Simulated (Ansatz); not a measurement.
C2H9GaSi. Charge 0, multiplicity 1. Correlated methods include outer-core shells of Ga, which these sets cover unevenly. Scalar relativity is left out up to krypton. The bonds changed during the relaxation, so this is another structure than the one it started from.

```xyz
13

C     0.8302    0.0809    1.6424
Si    1.4807   -0.1989   -0.0833
Ga   -0.7351   -0.2058   -2.6191
C    -1.9639    0.1361   -1.0095
H     1.2816    0.9718    2.0846
H    -0.2531    0.2161    1.6265
H     1.0613   -0.7718    2.2846
H     0.8594   -1.4046   -0.7081
H     2.9555   -0.3867   -0.0933
H     1.1570    0.9520   -0.9781
H    -1.9489   -0.6777   -0.2764
H    -2.9917    0.2180   -1.3840
H    -1.7330    1.0705   -0.4862
```

(1) Give the diagnostics of a CCSD(T)/def2-TZVPP run (frozen core, the Gaussian-basis code of Ansatz). (Best estimate.)

## Answers

(1) The calculation gave: T1 = 0.0119, largest single amplitude 0.014, largest double 0.070, (T) share of the correlation energy 3.6 %, 9 CCSD cycles. The RHF solution is stable towards an unrestricted one. T1 lies under the customary mark of 0.02 for closed shells.
